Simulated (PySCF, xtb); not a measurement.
C₂H₆F₂Si₂, SMILES C(/F)=C(\[SiH3])[SiH2]F.

xtb with GFN2-xTB at its own geometry gives an orbital gap of 4.17 eV and a dipole moment of 1.23 D.

Geometry: TPSSh-D3(BJ)/def2-SVP. The structure was generated by enumeration; whether it is a known compound was not checked. The values are those of a single conformer.

What does PBE/def2-TZVP (PySCF) give? (The exact figures need the calculation; the answer reports its results.)

gap 4.87 eV (levels -6.88 and -2.01 eV), dipole 1.55 D.
